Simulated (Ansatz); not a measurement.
Correlation energies of `ClC1(Cl)O[SiH2]1` by basis set

Cartesian coordinates in Å:
```
Cl -1.043 -1.684 1.197
C 0.176 -0.684 0.420
Cl 1.704 -1.541 0.280
O 0.302 0.595 0.998
Si -0.237 0.766 -0.590
H -1.633 1.212 -0.758
H 0.731 1.335 -1.547
```

Total charge 0; spin multiplicity 1. All single points use the PBE0-D4/def2-TZVP geometry. Frozen core, restricted reference, Ansatz. CBS rows extrapolate triple and quadruple zeta; past MP2 they add the triple-zeta difference.

| basis | HF (Eh) | MP2 corr. | CCSD corr. | (T) | CCSD(T) total |
| --- | --- | --- | --- | --- | --- |
| def2-SVP | -1321.30202 | -0.68258 | -0.72218 | ? | ? |
| def2-TZVPP | -1321.87123 | -0.89339 | -0.93360 | ? | ? |
| def2-QZVPP | -1321.91132 | ? | – | – | – |
| CBS(def2) | -1321.91684 | -1.02926 | ? | as TZ | ? |

Fill in the withheld values. (Estimate.)

Computed: def2-SVP (T): -0.02200; def2-SVP CCSD(T) total: -1322.04620; def2-TZVPP (T): -0.04337; def2-TZVPP CCSD(T) total: -1322.84820; def2-QZVPP MP2 corr.: -0.97144; CBS(def2) CCSD corr.: -1.06947; CBS(def2) CCSD(T) total: -1323.02968.
